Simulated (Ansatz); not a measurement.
This Ansatz (a quantum-chemistry and plane-wave program) input (wB97M-V/aug-cc-pV(T+d)Z) gives -597.86748 Eh with 147 basis functions. A basis named .json is the Basis Set Exchange file of that set (core-valence sets with the plain set on hydrogen).

Ansatz 0.2 input:
```yaml
crystal:
  periodic: [false, false, false]
  atoms:
    - {symbol: F, position_ang: [-1.21299123, -0.50470806, 0.01613613]}
    - {symbol: S, position_ang: [-0.00574452, 0.55322190, 0.00745691]}
    - {symbol: F, position_ang: [1.22320370, -0.47879753, -0.02939285]}
basis:
  gaussian:
    orbitals: aug-cc-pV_T+d_Z.json
    final_grid: {core_spheres: 6, valence_spheres: 5, degree: 17}
hamiltonian:
  xc: {name: wB97M-V}
magnetization: {spin_polarized: false}
```

Change:
```diff
- final_grid: {core_spheres: 6, valence_spheres: 5, degree: 17}
+ fitting: {mean_field: def2-universal-JKFIT.json}
```

Task: What does the run give now?

Result: -597.86761 Eh (wB97M-V/aug-cc-pV(T+d)Z, 147 functions), a change of -0.13 mEh.
